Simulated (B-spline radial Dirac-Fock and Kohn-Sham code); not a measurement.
The Be-like isoelectronic sequence (4 electrons), Z = 60 to 70

Level of theory: Dirac-Fock ΔSCF + Breit + QED; a radial atomic solver. Binding energies in eV, tabulated ground configurations ([He] 2s2 throughout). The model has no electron correlation.

```
  ion       1s  outermost level  NIST ionisation energy
Nd⁵⁶⁺  49633.7     12081.5 (2s)               12082 ± 5
Pm⁵⁷⁺  51423.8     12531.8 (2s)               12532 ± 6
Sm⁵⁸⁺  53250.8     12992.1 (2s)               12992 ± 6
Eu⁵⁹⁺  55115.6     13462.5 (2s)               13462 ± 7
Gd⁶⁰⁺  57018.5     13943.1 (2s)              13943 ± 10
Tb⁶¹⁺  58960.4     14434.2 (2s)              14434 ± 12
Dy⁶²⁺        ?                ?                       ?
Ho⁶³⁺  62960.5     15447.9 (2s)              15448 ± 19
Er⁶⁴⁺  65020.4     15970.9 (2s)              15971 ± 24
Tm⁶⁵⁺  67121.4     16505.1 (2s)              16510 ± 30
Yb⁶⁶⁺  69262.9     17050.4 (2s)              17050 ± 40
```

Question: Fill in the row of Dy⁶²⁺.

Answer: 1s 60940.3, outermost 14935.6 (2s), NIST 14936 ± 15 eV.

NIST's values are for the lowest levels; a dash marks a value that is missing or belongs to another shell. Their kind here: theoretical. 

Values without a named source are computed, but for edge energies of neutral atoms, which are taken from tables.
